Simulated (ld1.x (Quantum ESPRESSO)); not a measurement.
# Reading a pseudo-wave (titanium)

Columns: radius, all-electron u(r) and pseudo u(r) of the 4p shell (level -1.44 eV) of titanium in the configuration [Ar] 3d2 4s2 4p0; Wu–Cohen, scalar-relativistic, RRKJ scheme, ld1.x (Quantum ESPRESSO) 7.5.

| r (bohr) | all-electron | pseudo |
| --- | --- | --- |
| 0.143 | 0.1047 | 0.0035 |
| 0.285 | 0.0594 | 0.0133 |
| 0.428 | -0.0542 | 0.0282 |
| 0.570 | -0.1426 | 0.0460 |
| 0.713 | -0.1841 | 0.0648 |
| 0.855 | -0.1830 | 0.0830 |
| 0.998 | -0.1518 | 0.0998 |
| 1.140 | -0.1030 | 0.1153 |
| 1.283 | -0.0448 | 0.1307 |
| 1.425 | 0.0162 | 0.1473 |
| 1.568 | 0.0768 | 0.1670 |
| 1.710 | 0.1341 | 0.1907 |
| 1.853 | 0.1877 | 0.2190 |
| 1.995 | 0.2362 | 0.2510 |
| 2.138 | 0.2802 | 0.2856 |
| 2.280 | 0.3191 | 0.3204 |
| 2.423 | 0.3536 | 0.3537 |
| 2.565 | 0.3834 | 0.3834 |
| 2.708 | 0.4092 | 0.4092 |
| 2.850 | 0.4307 | 0.4307 |
| 2.992 | 0.4485 | 0.4485 |
| 3.135 | 0.4627 | 0.4627 |
| 3.278 | 0.4737 | 0.4737 |
| 3.420 | 0.4816 | 0.4816 |
| 3.563 | 0.4867 | 0.4867 |
| 3.705 | 0.4892 | 0.4892 |

Question: How many radial nodes do the two functions have?

Answer: The all-electron 4p function has n − l − 1 = 2; the pseudo-wave has 0, since the states of the same l below it are removed with the core.

Question: At about which radius was the pseudo-wave matched?

Answer: 2.55 bohr, where the columns begin to agree (steps of 0.14 bohr).

Question: Is the pseudo-wave norm-conserving?

Answer: Yes: the RRKJ scheme keeps the norm inside the radius equal to the all-electron one, which fixes the energy derivative of the logarithmic derivative at the level.
